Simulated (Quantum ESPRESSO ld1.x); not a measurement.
Results of a calculation; reference values are marked as such.
Problem. Mean orbital radii <r> (bohr) of the praseodymium ion Pr3+, [Xe] 4f2, of relativity; Dirac values are averaged over j with weights 2j + 1. Spin-unpolarised spherical Kohn-Sham, PW91, point nucleus, ld1.x of Quantum ESPRESSO 7.5. A level marked "c x" has the speed of light scaled by that factor and shares open shells by 2j + 1; other Dirac levels either fill j = l - 1/2 first or share by 2j + 1.

shell  non-rel.
1s      0.02573
2s       0.1101
2p      0.09351
3s       0.2874
3p       0.2772
3d       0.2482
4s       0.6525
4p       0.6713
4d       0.7204
5s        1.538
5p        1.703
4f       0.9627

Give the values at the level "Dirac, low j first".

Solution. 
shell  Dirac, low j first  change of magnitude (%)
1s                0.02409                    -6.38
2s                 0.1026                    -6.82
2p                0.09025                    -3.48
3s                 0.2720                    -5.36
3p                 0.2699                    -2.63
3d                 0.2476                    -0.26
4s                 0.6213                    -4.78
4p                 0.6571                    -2.12
4d                 0.7232                    +0.39
5s                  1.468                    -4.52
5p                  1.678                    -1.50
4f                  1.014                    +5.34
